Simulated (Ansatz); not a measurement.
`C[C@H](F)[C@H](F)C(F)F`, relaxed with RKS PBE-D4/def2-SVP in Ansatz from a rough embedded geometry. The force threshold is 0.03 eV/Å; the program also tests the step.

Total charge 0; spin multiplicity 1.

Start:

```xyz
14

C     1.417    0.972    0.286
C     0.618   -0.247    0.730
F     1.201   -1.318    0.161
C    -0.856   -0.315    0.458
F    -1.434   -1.294    1.105
C    -1.147   -0.495   -1.080
F    -2.467   -0.468   -1.288
F    -0.618    0.507   -1.777
H     2.384    0.930    0.620
H     1.448    0.990   -0.846
H     0.877    1.891    0.581
H     0.739   -0.372    1.824
H    -1.399    0.666    0.711
H    -0.762   -1.448   -1.485
```

(1) By how much does the energy fall, and how many steps does the optimiser take? (An estimate is asked.)

(2) Which bonds change most? (An estimate is asked.)

(3) Give the relaxed structure. (An estimate is asked.)

## Answers

(1) Ansatz gave: 48.70 kJ/mol, in 6 steps.

(2) Computed: C1–H9 from 1.024 to 1.107 Å; C4–F5 from 1.308 to 1.389 Å; C2–F3 from 1.346 to 1.401 Å; C4–C6 from 1.576 to 1.530 Å.

(3) The calculation gave: 
```xyz
14

C     1.393    1.002    0.297
C     0.636   -0.246    0.711
F     1.226   -1.367    0.113
C    -0.855   -0.254    0.375
F    -1.477   -1.248    1.118
C    -1.171   -0.546   -1.093
F    -2.519   -0.531   -1.276
F    -0.624    0.432   -1.883
H     2.457    0.898    0.587
H     1.335    1.161   -0.796
H     0.980    1.897    0.804
H     0.697   -0.393    1.814
H    -1.309    0.729    0.638
H    -0.769   -1.534   -1.409
```
